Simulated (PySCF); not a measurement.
TiFH3, SMILES [F][TiH3], multiplicity 1. Heavy atoms are numbered as in [TiH3:1][F:2]. Hydrogens are named by the atom that carries them.

Geometry: PBE0-D3(BJ)/def2-TZVP. The multiplicity is an assumed one; no other spin state was optimised. The structure was generated by enumeration; whether it is a known compound was not checked.

Method: PySCF with PBE/def2-TZVPD.

ESP charges are fitted to the potential on shells at 1.4 to 2.0 van der Waals radii. Atomic charges (e), one atom of each kind:

```tsv
atom	IAO	ESP fit
Ti1 (TiH3)	1.19	0.93
F2	-0.36	-0.27
H on Ti1	-0.28	-0.22
```
